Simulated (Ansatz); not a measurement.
Mulliken charges of CHBrClF, SMILES `FC(Cl)Br` from PBE/def2-TZVPP in Ansatz (PBE0-D4/def2-TZVP geometry).

```
atom   x (Å)   y (Å)   z (Å)  charge (e)
  F1  -0.469   0.167   1.293      -0.109
  C2   0.050   0.104   0.060       0.080
 Cl3   1.396  -1.018   0.039      -0.058
 Br4  -1.334  -0.411  -1.190      -0.060
  H5   0.407   1.085  -0.242       0.146
```

By hand: the dipole of these point charges (1 e Å = 4.8032 D).

Σ q r = (0.114, 0.232, -0.102) e Å, of length 0.278 e Å = 1.34 D.

How does the dipole of the full density compare? (Best estimate.)

Ansatz gave: (0.105, 0.197, -0.071) e Å, 1.13 D; the point charges give 1.19 times that, at 4° from its direction.

Point charges leave out the atoms' own dipoles, such as those of lone pairs, and Mulliken's split depends on the basis, so the two needn't agree.
